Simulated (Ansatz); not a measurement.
Basis-set extrapolation for CH6ClNSi (`C[SiH](N)Cl`) (PBE0-D4/def2-TZVP geometry, frozen core, Ansatz). Multiplicity 1, RHF reference.

```
                      def2-TZVPP   def2-QZVPP
                 HF  -844.414166  -844.441059
    MP2 correlation    -0.706710    -0.763218
CCSD(T) correlation    -0.783919      not run
```

Energies in hartree. Use E(X) = E(∞) + A·exp(−7.88·√X) for Hartree–Fock and E(X) = E(∞) + B·X^(−2.97) for correlation, with X = 3 and 4, and add CCSD(T) minus MP2 of the smaller set to the MP2 limit.

Q: What is the CCSD(T) energy at the basis-set limit?

A: HF limit: -844.441059 + (-0.026893) × 0.13774 = -844.44476. MP2 limit: -0.763218 + (-0.056508) × 0.74074 = -0.80508. Higher-order term: -0.783919 − (-0.706710) = -0.07721. Total: -845.32705 hartree, 80.9 kcal/mol below CCSD(T)/def2-TZVPP.
